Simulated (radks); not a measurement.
Question: Species: the aluminium ion Al3+. Configuration: 1s1 2s2 2p6 3d1 (not the ground configuration). Method: scalar-relativistic Kohn-Sham, PBE, spin-polarised, spherical densities, finite nucleus; open shells are filled with parallel spins first; Fermi nuclear charge, rms radius 3.061 fm; computed with a radial shooting solver on a logarithmic mesh with Libxc functionals. Some entries of the table are withheld. Estimate them.

| orbital | occ. | eigenvalue (eV) | <1/r> (bohr^-1) |
|---|---|---|---|
| 1s up | 1 | -1703.093 | (1) |
| 2s up | 1 | -172.8806 | (2) |
| 2s down | 1 | -169.7097 | (3) |
| 2p up | 3 | -136.8920 | (4) |
| 2p down | 3 | -134.7268 | (5) |
| 3d up | 1 | -21.7261 | 0.4978 |

Answer: 
(1) 1s up <1/r> (bohr^-1): 12.93
(2) 2s up <1/r> (bohr^-1): 2.524
(3) 2s down <1/r> (bohr^-1): 2.509
(4) 2p up <1/r> (bohr^-1): 2.477
(5) 2p down <1/r> (bohr^-1): 2.441
